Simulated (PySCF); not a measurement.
(E)-1-chloro-3,3-difluoroprop-1-ene (C3H3ClF2), SMILES FC(F)/C=C/Cl. Atoms are numbered in the order given.

```xyz
9

F     -1.9201    -1.5235     0.5897
C     -1.3441    -0.3046     0.8453
F     -2.0105     0.6428     0.1167
C      0.1128    -0.3469     0.4870
C      0.6560     0.5167    -0.3857
Cl     2.3269     0.5081    -0.8273
H     -1.5085    -0.0802     1.9269
H      0.7158    -1.1231     0.9834
H      0.0633     1.2993    -0.8829
```
Charge 0, spin multiplicity 1.

The structure is a stationary point at PBE-D3(BJ)/def2-SVP. One conformer was computed; it need not be the lowest.

Computed with PBE0/pcSseg-1 in PySCF.

GIAO shieldings, no solvent; atoms listed in one row are averaged. δ = σ(ref) − σ: ¹⁹F against CFCl3 (σ = 167.2 ppm); ¹³C against TMS (σ = 186.3 ppm); ³⁵Cl against HCl (σ = 945.9 ppm); ¹H against TMS (σ = 31.56 ppm), references at their B3LYP-D3(BJ)/def2-TZVP geometries, non-relativistic (without spin–orbit terms, shifts of atoms bonded to Cl or Br come out too high).

Computed chemical shifts:
```json
[
 {"nucleus": "¹⁹F", "atoms": "F1", "count": "1", "δ (ppm)": "-125.4"},
 {"nucleus": "¹⁹F", "atoms": "F3", "count": "1", "δ (ppm)": "-152.8"},
 {"nucleus": "¹³C", "atoms": "C5", "count": "1", "δ (ppm)": "146.5"},
 {"nucleus": "¹³C", "atoms": "C4", "count": "1", "δ (ppm)": "138.0"},
 {"nucleus": "¹³C", "atoms": "C2", "count": "1", "δ (ppm)": "120.8"},
 {"nucleus": "³⁵Cl", "atoms": "Cl6", "count": "1", "δ (ppm)": "225.6"},
 {"nucleus": "¹H", "atoms": "H9", "count": "1", "δ (ppm)": "7.21"},
 {"nucleus": "¹H", "atoms": "H7", "count": "1", "δ (ppm)": "6.80"},
 {"nucleus": "¹H", "atoms": "H8", "count": "1", "δ (ppm)": "6.47"}
]
```
